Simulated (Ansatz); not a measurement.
`CN(C)c1ccc(-c2ccc(-c3ccc(-c4ccc(C#N)cc4)cc3)cc2)cc1`. Total charge 0; singlet. Geometry r2SCAN-D4/def2-SVP; atoms count from 1.

Cartesian coordinates in Å:
```
C 5.484 -0.806 6.745
N 5.253 -1.740 5.666
C 6.009 -2.971 5.595
C 4.338 -1.440 4.682
C 4.081 -2.336 3.613
C 3.157 -2.022 2.623
C 2.430 -0.816 2.632
C 1.451 -0.494 1.578
C 0.303 0.277 1.853
C -0.621 0.582 0.858
C -0.444 0.135 -0.466
C -1.422 0.461 -1.523
C -2.799 0.559 -1.240
C -3.721 0.864 -2.236
C -3.309 1.094 -3.564
C -4.287 1.422 -4.621
C -3.952 2.302 -5.671
C -4.868 2.617 -6.669
C -6.159 2.053 -6.645
C -7.105 2.371 -7.668
N -7.876 2.630 -8.504
C -6.508 1.171 -5.602
C -5.583 0.866 -4.610
C -1.933 1.000 -3.848
C -1.012 0.686 -2.852
C 0.703 -0.635 -0.744
C 1.625 -0.942 0.253
C 2.688 0.069 3.697
C 3.613 -0.222 4.693
H 6.215 -1.232 7.444
H 5.883 0.162 6.384
H 4.558 -0.595 7.312
H 6.703 -3.020 6.444
H 5.356 -3.863 5.640
H 6.605 -3.038 4.665
H 4.598 -3.296 3.560
H 2.970 -2.756 1.833
H 0.123 0.628 2.873
H -1.491 1.197 1.106
H -3.152 0.373 -0.222
H -4.780 0.948 -1.977
H -2.964 2.770 -5.687
H -4.597 3.309 -7.470
H -7.505 0.724 -5.586
H -5.859 0.159 -3.823
H -1.581 1.153 -4.872
H 0.051 0.635 -3.103
H 0.863 -1.016 -1.757
H 2.513 -1.527 -0.004
H 2.171 1.033 3.731
H 3.782 0.515 5.480
```

Single mean-field runs in def2-TZVP are fitted with def2-universal-jkfit.

Question: Estimate the Mulliken populations of the heavy atoms from the PBE0/def2-TZVP orbitals of Ansatz.

Answer: 
```tsv
atom	charge (e)
C1	-0.34
N2	-0.01
C3	-0.34
C4	0.24
C5	-0.26
C6	-0.21
C7	0.12
C8	0.18
C9	-0.21
C10	-0.21
C11	0.16
C12	0.16
C13	-0.21
C14	-0.20
C15	0.17
C16	0.15
C17	-0.18
C18	-0.21
C19	0.31
C20	-0.28
N21	-0.01
C22	-0.21
C23	-0.18
C24	-0.20
C25	-0.21
C26	-0.21
C27	-0.21
C28	-0.21
C29	-0.26
```
Mulliken values depend strongly on the basis.

Question: And the Mayer bond orders between heavy atoms (over 0.3)?

Answer: C1–N2 0.98 (1.45 Å); N2–C3 0.97 (1.45 Å); N2–C4 1.24 (1.38 Å); C4–C5 1.29 (1.42 Å); C4–C29 1.29 (1.42 Å); C5–C6 1.52 (1.39 Å); C6–C7 1.37 (1.41 Å); C7–C8 0.90 (1.47 Å); C7–C28 1.37 (1.41 Å); C8–C9 1.37 (1.41 Å); C8–C27 1.37 (1.41 Å); C9–C10 1.46 (1.39 Å); C10–C11 1.37 (1.41 Å); C11–C12 0.89 (1.48 Å); C11–C26 1.37 (1.41 Å); C12–C13 1.38 (1.41 Å); C12–C25 1.38 (1.41 Å); C13–C14 1.46 (1.39 Å); C14–C15 1.37 (1.41 Å); C15–C16 0.90 (1.48 Å); C15–C24 1.37 (1.41 Å); C16–C17 1.36 (1.41 Å); C16–C23 1.36 (1.41 Å); C17–C18 1.46 (1.39 Å); C18–C19 1.34 (1.41 Å); C19–C20 0.93 (1.43 Å); C19–C22 1.34 (1.41 Å); C20–N21 3.06 (1.17 Å); C22–C23 1.46 (1.39 Å); C24–C25 1.46 (1.39 Å); C26–C27 1.46 (1.39 Å); C28–C29 1.52 (1.39 Å).
